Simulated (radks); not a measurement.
Task: Radial electron density D(r) = 4 pi r^2 rho(r) of an atom or ion with 9 electrons. Method: Dirac Kohn-Sham, relativistic LDA (MacDonald-Vosko exchange, VWN5 correlation), spin-unpolarised, spherical densities, finite nucleus; Fermi nuclear charge, rms radius of each element as measured or else 0.836 A^(1/3) + 0.57 fm; computed with a radial shooting solver on a logarithmic mesh with Libxc functionals.

r (bohr)  D(r) (e/bohr)
0.00463           1.070
0.005839          1.618
0.007306          2.385
0.00914           3.467
0.01143           4.954
0.01431           6.925
0.0179            9.422
0.02257           12.51
0.02824           15.76
0.03533           18.84
0.0442            21.14
0.05529           22.00
0.06917           21.03
0.08654           18.54
0.1091            15.67
0.1365            14.33
0.1708            15.39
0.2137            18.02
0.2674            19.70
0.3345            18.11
0.4218            12.91
0.5278            6.916
0.6603            2.594
0.826            0.6283
1.033           0.08872
1.293          0.006430
1.63          0.0001773

What is the nuclear charge?

Result: Z = 19. The innermost maximum, from 1s, lies near gamma/Z bohr with gamma = sqrt(1 - (Z/c)^2) = 0.990, here 0.0521 bohr (found: 0.0549), and its height grows with Z. The density is that of the potassium ion K10+ in [He] 2s2 2p5; the configuration itself is not fixed sharply by these data, and Z only to about a unit. D(r) has 2 maxima, at r = 0.0549, 0.272 bohr, and minima at 0.139 bohr, inside which lie 2.21 electrons.
